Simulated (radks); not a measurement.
Task: Dy III, configuration [Xe] 4f8.25 6s1.75 (fractional occupations, a model configuration). All-electron calculation, scalar-relativistic Kohn-Sham, LDA (Slater exchange, Perdew-Wang correlation), spin-unpolarised, spherical densities, point nucleus. Program: a radial shooting solver on a logarithmic mesh with Libxc functionals. Some entries of the table are withheld. Estimate them.

orbital  occ.  eigenvalue (hartree)  <r> (bohr)
1s          2             -1971.408     0.02113
2s          2             -329.3258     0.08983
2p          6             -292.4518         (1)
3s          2             -74.26181      0.2348
3p          6             -62.94366      0.2336
3d         10             -48.35866         (2)
4s          2             -15.63414      0.5291
4p          6             -11.89632      0.5602
4d         10              -6.80392      0.6058
5s          2                   (3)       1.257
5p          6              -1.82412         (4)
4f       8.25              -1.24063      0.7758
6s       1.75                   (5)       3.091

Result: 
(1) 2p <r> (bohr): 0.07948
(2) 3d <r> (bohr): 0.2122
(3) 5s eigenvalue (hartree): -2.75558
(4) 5p <r> (bohr): 1.454
(5) 6s eigenvalue (hartree): -0.67509
